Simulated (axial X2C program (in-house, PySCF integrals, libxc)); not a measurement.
Worked dissociation energy of TiH: MP2, spin-free

Computed with an in-house relativistic program for diatomic molecules. Spin-free means the one-electron spin-free X2C Hamiltonian. Basis: Ti dyall-cv3z [10s10p6d4f2g], H dyall-v3z [6s2p1d] (cores contracted in-house); Gaussian nuclei, density fitting, unrestricted open shells. Masses: Ti 47.948 u, H 1.008 u.

Molecular state: M_S = 3/2, Λ = 3 (beyond evenly filled blocks: σα, π+α, δ+α).

Correlated methods: 13 electrons correlated (number of frozen shells: Ti 2 s, 1 p; H none), 213 virtual spin orbitals or spinors in MP2.

| Quantity | Value |
| --- | --- |
| E(Ti) (2M_S = 2, M_L = 3) | -853.116617 hartree |
| E(H) (2M_S = 1, M_L = 0) | -0.500004 hartree |
| E(TiH) at Re | -853.691989 hartree |
| ωe | 1570.9 cm⁻¹ |
| ωexe | 20 cm⁻¹ |

(1) Work out De and D0.

The state is one determinant whose occupation by symmetry is held fixed; it was picked as the lowest of a PBE0 search that is not exhaustive. De is counted from the lowest determinant-based energies of the atoms at the same level, without counterpoise correction. Other states lie close and PBE0, whose exact exchange favours high spin, may order them wrongly; the determinant shown need not be the ground state. The nearest other spin-free determinant of the search, M_S = 3/2, Λ = 0, lies 0.12 eV up at the distance of the search.

Each atomic determinant is the lowest at this level and need not be a pure term. Totals compare only within one Hamiltonian and basis.

## Answers

(1) De = -853.116617 + (-0.500004) − (-853.691989) = 0.07537 hartree = 2.051 eV. The zero-point energy is ωe/2 − ωexe/4 = 780 cm⁻¹ = 0.097 eV, so D0 = 1.954 eV.
